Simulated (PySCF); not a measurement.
## Polarisability and C₆ of Ge⁺ (germanium, charge +1)

[Ar] 3d10 4s2 4p1, 2P determinant. Computed with PySCF 2.14 in aug-cc-pwCVTZ-PP with ECP10MDF, with scalar relativity through the core potential. Coupled (time-dependent) response in atomic units; α is the mean over directions.

| method | mean α (bohr³) | α xx, yy, zz | C₆ (like pair) | S(−4) |
| --- | --- | --- | --- | --- |
| UHF | 19.88 | 18.87, 21.89, 18.87 | 118.1 | 145.8 |
| PBE | 19.16 | 17.59, 22.31, 17.59 | 111.2 | 145.3 |
| PBE0 | 19.13 | 17.80, 21.81, 17.80 | 111.5 | 139.8 |
| PW91 | 19.07 | 17.49, 22.22, 17.49 | 110.3 | 144.3 |

S(−4) is the Cauchy moment in α(ω) = α(0) + S(−4) ω² + …

Spin-orbit coupling is absent.

α(iu) at UHF:

```json
{"u (hartree)": "0", "α(iu) (bohr³)": "19.88"}
{"u (hartree)": "0.0500", "α(iu) (bohr³)": "19.52"}
{"u (hartree)": "0.100", "α(iu) (bohr³)": "18.53"}
{"u (hartree)": "0.200", "α(iu) (bohr³)": "15.48"}
{"u (hartree)": "0.300", "α(iu) (bohr³)": "12.27"}
{"u (hartree)": "0.500", "α(iu) (bohr³)": "7.608"}
{"u (hartree)": "0.750", "α(iu) (bohr³)": "4.599"}
{"u (hartree)": "1.00", "α(iu) (bohr³)": "3.109"}
{"u (hartree)": "1.50", "α(iu) (bohr³)": "1.778"}
{"u (hartree)": "2.00", "α(iu) (bohr³)": "1.210"}
{"u (hartree)": "3.00", "α(iu) (bohr³)": "0.7151"}
{"u (hartree)": "5.00", "α(iu) (bohr³)": "0.3684"}
```

A single London oscillator, α(iu) = α/(1 + u²/ω²), gives C₆ = (3/4) ω α². Matching the computed C₆ needs ω = 4 × 118.1 / (3 × 19.88²) = 0.398 hartree.

For an ion, C₆ is the dispersion term alone; charge-induced terms of lower order in 1/R come first.

The components differ because the open shell of this determinant is not spherical; for a pure term their mean is the scalar polarisability.

Energies and moments cover only the electrons outside the core potential.
